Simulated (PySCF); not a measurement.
PySCF input (M06-2X/def2-TZVPD):

```python
from pyscf import gto, scf, dft

mol = gto.M(
    atom='''
    Si    1.53134143   -0.27859704    0.40441840
    N     0.09760270    0.00055726   -0.78035656
    Si   -1.58382354    0.27829740    0.01518840
    H     2.72978987   -0.19409673   -0.43929995
    H     1.38139446    0.81744690    1.37018876
    H     1.25183386   -1.61148860    0.95129658
    H     0.03898554   -0.79850976   -1.41703066
    H    -1.67616824   -0.81912990    0.98659697
    H    -2.53753414    0.19519441   -1.09782984
    H    -1.44785458    1.61036943    0.61593516
    H     0.31108382    0.80050845   -1.38185624
    ''',
    basis='def2-tzvpd',
    charge=1,
    spin=0,
    verbose=4,
)

mf = dft.RKS(mol, xc='m062x').density_fit(auxbasis='def2-universal-jkfit')
mf.grids.level = 4
mf.conv_tol = 1e-9
mf.max_cycle = 100
mf.max_memory = 1500
mf.kernel()
if not mf.converged:
    mf = mf.newton()
    mf.kernel(mf.make_rdm1())
mf.analyze()
```

End of the output:

```
Extra cycle  E= -638.288244648342  delta_E= -1.25e-12  |g|= 7.24e-07  |ddm|= 4.19e-06
converged SCF energy = -638.288244648342
**** SCF Summaries ****
Total Energy =                        -638.288244648341788
Nuclear Repulsion Energy =             162.829074107062610
One-electron Energy =                -1196.668315799156062
Two-electron Energy =                  395.550997043751636
Two-electron Coulomb Energy =          447.011465240768359
DFT Exchange-Correlation Energy =      -51.460468197016738
HOMO-LUMO gap [eV] =                    11.068350334844739
**** MO energy ****
MO #1   energy= -67.2187601299687  occ= 2
MO #2   energy= -67.2187582784402  occ= 2
MO #3   energy= -15.0097775771648  occ= 2
MO #4   energy= -5.75878875942931  occ= 2
MO #5   energy= -5.75878604556768  occ= 2
MO #6   energy= -4.07098578420137  occ= 2
MO #7   energy= -4.07098365091888  occ= 2
MO #8   energy= -4.06775878564506  occ= 2
MO #9   energy= -4.06775605371297  occ= 2
MO #10  energy= -4.06766960553499  occ= 2
MO #11  energy= -4.06766400130117  occ= 2
MO #12  energy= -1.2314397455203   occ= 2
MO #13  energy= -0.829883868873345 occ= 2
MO #14  energy= -0.829775959566065 occ= 2
MO #15  energy= -0.815901803133646 occ= 2
MO #16  energy= -0.704325382887312 occ= 2
MO #17  energy= -0.655623792988351 occ= 2
MO #18  energy= -0.604370403776579 occ= 2
MO #19  energy= -0.602841701882032 occ= 2
MO #20  energy= -0.596738763437216 occ= 2
MO #21  energy= -0.590204201840478 occ= 2
MO #22  energy= -0.183449826054193 occ= 0
MO #23  energy= -0.13034469707455  occ= 0
MO #24  energy= -0.121172544590252 occ= 0
MO #25  energy= -0.119619242153116 occ= 0
MO #26  energy= -0.117616113181576 occ= 0
MO #27  energy= -0.106274601123655 occ= 0
MO #28  energy= -0.100927030288843 occ= 0
MO #29  energy= -0.0961865950859552 occ= 0
MO #30  energy= -0.0774040451994964 occ= 0
MO #31  energy= -0.0699818166654308 occ= 0
MO #32  energy= -0.0571602671759702 occ= 0
MO #33  energy= -0.0455655157195089 occ= 0
MO #34  energy= -0.0370071943293371 occ= 0
MO #35  energy= -0.0352450135973483 occ= 0
MO #36  energy= -0.0274352914559611 occ= 0
MO #37  energy= -0.0248744710182388 occ= 0
MO #38  energy= -0.015970525364805 occ= 0
MO #39  energy= -0.00791686784862354 occ= 0
MO #40  energy= 0.0110404500229479 occ= 0
MO #41  energy= 0.0165758250989477 occ= 0
MO #42  energy= 0.0234623725545569 occ= 0
MO #43  energy= 0.0363761450406338 occ= 0
MO #44  energy= 0.0367997587172905 occ= 0
MO #45  energy= 0.0469488195045296 occ= 0
MO #46  energy= 0.050482932957393  occ= 0
MO #47  energy= 0.0634381440551858 occ= 0
MO #48  energy= 0.0812220066719588 occ= 0
MO #49  energy= 0.0886037047141258 occ= 0
MO #50  energy= 0.0951689242938346 occ= 0
MO #51  energy= 0.100530433299105  occ= 0
MO #52  energy= 0.105374605592775  occ= 0
MO #53  energy= 0.115678378108402  occ= 0
MO #54  energy= 0.116039864905972  occ= 0
MO #55  energy= 0.121675296600901  occ= 0
MO #56  energy= 0.12510635418359   occ= 0
MO #57  energy= 0.13375298425029   occ= 0
MO #58  energy= 0.137351070629856  occ= 0
MO #59  energy= 0.162066633137861  occ= 0
MO #60  energy= 0.167554731031424  occ= 0
MO #61  energy= 0.181972890687486  occ= 0
MO #62  energy= 0.185152083093936  occ= 0
MO #63  energy= 0.193420406581993  occ= 0
MO #64  energy= 0.197526079742332  occ= 0
MO #65  energy= 0.214907404353783  occ= 0
MO #66  energy= 0.228788475445969  occ= 0
MO #67  energy= 0.236955298636962  occ= 0
MO #68  energy= 0.236969989394238  occ= 0
MO #69  energy= 0.255871216067688  occ= 0
MO #70  energy= 0.268763951213049  occ= 0
MO #71  energy= 0.276324594041739  occ= 0
MO #72  energy= 0.281251941359434  occ= 0
MO #73  energy= 0.286832962666824  occ= 0
MO #74  energy= 0.300417790661204  occ= 0
MO #75  energy= 0.306734718253682  occ= 0
MO #76  energy= 0.312816946459043  occ= 0
MO #77  energy= 0.322457214526996  occ= 0
MO #78  energy= 0.328966112623117  occ= 0
MO #79  energy= 0.3367475065761    occ= 0
MO #80  energy= 0.338877427508346  occ= 0
MO #81  energy= 0.360228453051482  occ= 0
MO #82  energy= 0.373516372437055  occ= 0
MO #83  energy= 0.374770530053702  occ= 0
MO #84  energy= 0.386221784558388  occ= 0
MO #85  energy= 0.405104595672826  occ= 0
MO #86  energy= 0.41985386426807   occ= 0
MO #87  energy= 0.438569249187843  occ= 0
MO #88  energy= 0.44541857075431   occ= 0
MO #89  energy= 0.462243173020605  occ= 0
MO #90  energy= 0.46396175981914   occ= 0
MO #91  energy= 0.476710559977054  occ= 0
MO #92  energy= 0.506184007518676  occ= 0
MO #93  energy= 0.540194269551115  occ= 0
MO #94  energy= 0.552669139068201  occ= 0
MO #95  energy= 0.570101543961849  occ= 0
MO #96  energy= 0.619274951119851  occ= 0
MO #97  energy= 0.627231985805922  occ= 0
MO #98  energy= 0.648346607130805  occ= 0
MO #99  energy= 0.658538126376598  occ= 0
MO #100 energy= 0.667338413929127  occ= 0
MO #101 energy= 0.695718803448177  occ= 0
MO #102 energy= 0.697917157614962  occ= 0
MO #103 energy= 0.7323546133082    occ= 0
MO #104 energy= 0.860009976545573  occ= 0
MO #105 energy= 0.864701327690834  occ= 0
MO #106 energy= 0.914138825148857  occ= 0
MO #107 energy= 0.935861467955579  occ= 0
[...]
```

It need not be the lowest isomer of its formula.
